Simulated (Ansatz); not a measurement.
Basis-set series for `N#[C][GeH][F]` radical. The species carries charge 0 and has multiplicity 2. Geometry: relaxed with PBE0-D4/def2-TZVP.

```csv
functional,basis,functions,energy (Eh),HOMO (eV),LUMO (eV)
PBE0-D4,def2-TZVPP,155,-2269.89350,-7.76,-4.25
PBE0-D4,def2-QZVPP,290,-2269.94910,-7.79,-4.28
ωB97M-V,def2-TZVPP,155,-2270.19808,-9.78,-2.40
ωB97M-V,def2-QZVPP,290,-2270.25173,-9.82,-2.47
```

Question: Give the rows for def2-SVP. (Estimate.)

Answer: Computed: 
| functional | basis | functions | energy (Eh) | HOMO (eV) | LUMO (eV) |
| --- | --- | --- | --- | --- | --- |
| PBE0-D4 | def2-SVP | 79 | -2269.39593 | -7.65 | -4.17 |
| ωB97M-V | def2-SVP | 79 | -2269.69580 | -9.64 | -2.26 |

HOMO and LUMO are taken over both spins. Scalar relativity is left out up to krypton.
